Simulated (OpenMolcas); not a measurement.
# Br2+: Slater's ratio, worked from levels

* Program: OpenMolcas
* Basis: ANO-RCC-VDZP [5s4p2d]
* Scalar Hamiltonian: DKH2, point nucleus
* Active space: 3 electrons in 3 orbitals (4p)
* State averaging: 2S+1 = 4 odd, 1 root; 2S+1 = 2 odd, 8 roots
* Spin-orbit coupling: state interaction with AMFI integrals over the reference wave functions, term energies averaged over their components

Methods: CASSCF; SS-CASPT2, IPEA 0.25 Eh, imaginary shift 0.1 Eh (closed shells correlated: 3d 4s).

**Slater's ratio.** With one set of orbitals, p3 has ²D° - ⁴S° = 9 F2 and ²P° - ²D° = 6 F2 (F2 = F²/25), a ratio of 2/3. Term energies are centres of gravity, weighted by 2J + 1.

```
   Source  ²D° - ⁴S°  ²P° - ⁴S°  F2 from the first  Ratio
   CASSCF      20270      34681               2252  0.711
SS-CASPT2      18822      31580               2091  0.678
```

Energies in cm-1. A ratio away from 2/3 shows effects beyond one configuration with one set of orbitals, and in heavier atoms second-order spin-orbit shifts.

CASPT2 breaks the degeneracy within a term, and the mean is taken; among the terms shown or strongly mixed into the levels shown the widest spread is 290 cm-1 (4s² 4p³ ²D°, SS-CASPT2). With the s shell closed, the reference lacks s² → p² mixing. Only configurations of the active space appear.

° marks odd parity.
